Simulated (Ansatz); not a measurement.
`[CH3][Hf]([Cl])([Cl])[Cl]` + H₂S → `[SH][Hf]([Cl])([Cl])[Cl]` + CH₄ at 700 K and 1 bar (ligand exchange at the Hf–C bond).

Calculated with Ansatz (gas phase, PBE0-D4/def2-TZVP geometries, no zero-point term in ΔE). CCSD(T)/CBS adds triple-zeta CCSD(T) − MP2 to the extrapolated MP2 energy (def2 sets, frozen cores). This one scheme is used for every species. def2 core potentials past Kr. For Hf outer-core shells are correlated without core-valence functions, which leaves a few kJ/mol of doubt a bond. One conformer a species, not always the lowest.

```json
{"species": "`[CH3][Hf]([Cl])([Cl])[Cl]`", "CCSD(T)/CBS energy (Eh)": "-1467.33267", "H − E (kJ/mol)": "178.4", "S (J/(mol·K))": "512.6"}
{"species": "H₂S", "CCSD(T)/CBS energy (Eh)": "-398.97279", "H − E (kJ/mol)": "64.8", "S (J/(mol·K))": "236.9"}
{"species": "`[SH][Hf]([Cl])([Cl])[Cl]`", "CCSD(T)/CBS energy (Eh)": "-1825.89364", "H − E (kJ/mol)": "105.2", "S (J/(mol·K))": "517.1"}
{"species": "CH₄", "CCSD(T)/CBS energy (Eh)": "-40.46206", "H − E (kJ/mol)": "145.9", "S (J/(mol·K))": "224.0"}
```

H − E and S are ideal-gas, rigid-rotor, harmonic terms from PBE0-D4/def2-TZVP, for one conformer and one mirror image of each species. 1 Eh = 2625.50 kJ/mol, R = 8.31446 J/(mol·K).

By hand: ΔE, ΔH, ΔS and ΔG.

ΔE = (-1825.89364) + (-40.46206) − (-1467.33267) − (-398.97279) = -0.05024 Eh = -131.9 kJ/mol. Δ(H − E) = 105.2 + 145.9 − 178.4 − 64.8 = 7.9, so ΔH = -124.0 kJ/mol. ΔS = 517.1 + 224.0 − 512.6 − 236.9 = -8.4 J/(mol·K). ΔG = -124.0 − 700 × (-8.4)/1000 = -118.1 kJ/mol.

By hand: the equilibrium constant, and the temperature at which ΔG would vanish if ΔH and ΔS stayed fixed.

log₁₀ K = −ΔG/(RT ln 10) = 8.8. ΔG = 0 at ΔH/ΔS = 14762 K, far beyond where these terms or the molecules hold.

The number of gas molecules stays the same, so ΔS is small and ΔH decides. A doubt of 5 kJ/mol in ΔE shifts log₁₀ K by 0.4 here. Other conformers and mirror images would add mixing entropy, several J/(mol·K) or more a flexible species. These are equilibria of isolated gas molecules and say nothing of rates. Largest T1 diagnostic: 0.014 (customary marks: 0.02 for closed shells, 0.045 for open ones).
